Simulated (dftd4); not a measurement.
BCl₃, charge +1, doublet, geometry from GFN2-xTB (a state made from the parent by changing its charge; the spin is typed, not shown lowest); D4 for b3lyp run with dftd4.

Here is a job for dftd4.
```
$ dftd4 mol.xyz --func b3lyp --charge 1 --json dftd4.json --noedisp

# file mol.xyz
4

B      0.00336297     0.01139026     0.00718164
Cl     1.66375238    -0.23544451    -0.40830039
Cl    -0.64768487    -0.71520269     1.43499293
Cl    -1.01705661     0.94729713    -1.02880479
```

Q: What does dftd4 print? Leave out banner, timings and long lists.

A: 
```
                    ____  _____ _____     ____  _  _
      -------------|  _ \|  ___|_   _|---|  _ \| || |------------
     |             | | | | |_    | | ___ | | | | || |_           |
     |             | |_| |  _|   | ||___|| |_| |__   _|          |
     |             |____/|_|     |_|     |____/   |_|            |
     |             ===================================           |
     |            E. Caldeweyher, S. Ehlert & S. Grimme          |
     |          Mulliken Center for Theoretical Chemistry        |
     |                    University of Bonn                     |
      -----------------------------------------------------------

Rational (Becke-Johnson) damping: b3lyp-D4-ATM
---------------------
  s6         1.0000
  s8         2.0293
  s9         1.0000
  a1         0.4087
  a2         4.5381
 alp        16.0000
--------------------

Dispersion energy:      -7.5413144672964E-03 Eh

[Info] JSON dump of results written to 'dftd4.json'
```
